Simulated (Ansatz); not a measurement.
Ideal-gas functions of ClH2MoNS2, SMILES `[NH2][Mo](=[S])(=[S])[Cl]` at 298.15 K and 1 bar, from an Ansatz frequency run at PBE0-D4/def2-TZVP.

Molar mass 211.55 g/mol, point group Cs (symmetry number 1), electronic degeneracy 1, moments of inertia 294.508, 326.313, 415.517 u Å². Harmonic wavenumbers (cm⁻¹, unscaled): 144, 150, 183, 188, 214, 386, 416, 524, 578, 584, 678, 734, 1528, 3565, 3674.

Use S(trans) = R[1.5 ln M + 2.5 ln T − 1.1517]; rotational temperatures θ = 24.2544 K / I; S(rot) = R[ln(√π/σ · √(T³/θAθBθC)) + 1.5]; for each mode x = 1.438777 ν̃/T, S = R[x/(eˣ − 1) − ln(1 − e⁻ˣ)] and H = RT x/(eˣ − 1); 1 cm⁻¹ = 0.0119627 kJ/mol; R = 8.31446 J/(mol·K).

Task: By hand: the entropy, in J/(mol·K).

Result: Translation 175.6. Rotation: θ = 0.0824, 0.0743, 0.0584 K, giving 121.3. Vibration, mode by mode: 11.51, 11.18, 9.61, 9.40, 8.41, 4.25, 3.79, 2.51, 2.05, 2.00, 1.39, 1.12, 0.04, 0.00, 0.00, in all 67.3. Electronic 0.0. Sum 364.2 J/(mol·K).

Task: By hand: H − E and G − E in kJ/mol, counted from the electronic energy.

Result: Zero-point energy ½ × 13546 × 0.0119627 = 81.0; thermal vibration 11.5; translation, rotation and pV give 4 RT = 9.9. H − E = 102.4 kJ/mol, and G − E = 102.4 − 298.15 × 364.2/1000 = -6.2 kJ/mol.

Vibration gives 18 % of the entropy, 11.5 J/(mol·K) of it from the mode under 150 cm⁻¹: soft modes count most, and the harmonic formula is weakest for them. The sum counts one conformer and one mirror image; others add a mixing term.
